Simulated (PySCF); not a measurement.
# Ionising NaBi

ROHF; PySCF, scalar-relativistic core potentials, basis sets Na def2-SVP, Bi def2-SVP with ECP60. Neutral (ROHF): triplet (π ↑↑), Re = 3.024 Å, ωe = 191 cm⁻¹, De = 0.08 eV, HOMO -5.46 eV, LUMO -0.10 eV.

NaBi⁺ (UHF): quartet (σ ↑, π ↑↑), Re = 3.546 Å, ωe = 85.9 cm⁻¹. The energies at the minima are -375.38332 hartree for NaBi and -375.21352 for NaBi⁺.

Q: Work out the adiabatic ionisation energy, without and with harmonic zero-point energies (1 hartree = 27.2114 eV, 1 eV = 8065.5 cm⁻¹), and the change of the bond length.

A: At HF: 0.16980 hartree = 4.620 eV between the minima; the zero-point term (85.9 − 191.0)/2 cm⁻¹ = -0.007 eV makes it 4.614 eV. Re changes by +52.2 pm against the neutral. The electron leaves a σ orbital, and the ion is left as a loose complex of an ion and an atom.

UHF and ROHF references stand side by side, which adds small steps between rows. These are scalar-relativistic numbers at best; spin–orbit coupling would shift them, the dissociation energy most. Hartree–Fock leaves out correlation, which carries a large part of most bond energies and some tenths to 1 eV of ionisation energies. States were picked by a PBE0 search and need not be the measured ground states.

Neutral and ion stand on different kinds of reference determinant, which adds to the error of the difference.
